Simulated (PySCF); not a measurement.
# Zirconium: a sound run and one with changed settings

Sound run: Zr²⁺ [Kr] 4d2, Zr³⁺ [Kr] 4d1. Calculation: PySCF 2.14, in aug-cc-pVDZ-PP with ECP28MDF (5s5p4d2f, 54 functions); a scalar-relativistic core potential. The sound run starts from symmetry-adapted Hartree-Fock orbitals and uses a fine grid where one is needed.

Changed run: initial guess atom, at most 50 SCF cycles.

```csv
species,method,sound run (hartree),changed run (hartree),converged
Zr²⁺,UHF,-45.66003,-45.57204,yes
Zr²⁺,BP86,-46.07136,-46.07136,yes
Zr²⁺,M06-2X,-45.93717,-45.85357,yes
Zr³⁺,UHF,-44.83797,-44.83797,yes
Zr³⁺,BP86,-45.21152,-45.21152,yes
Zr³⁺,M06-2X,-45.09040,-45.09040,yes
```

Ionisation energy of Zr²⁺:

```
method  sound run (eV)  changed run (eV)
  BP86          23.398            23.398
```

The plain start fixes occupations by D2h representation alone, and Zr²⁺ at UHF, Zr²⁺ at M06-2X landed in another state (other ⟨L²⟩ or ⟨S²⟩). 

For comparison, NIST gives 23.170 eV between the lowest levels.
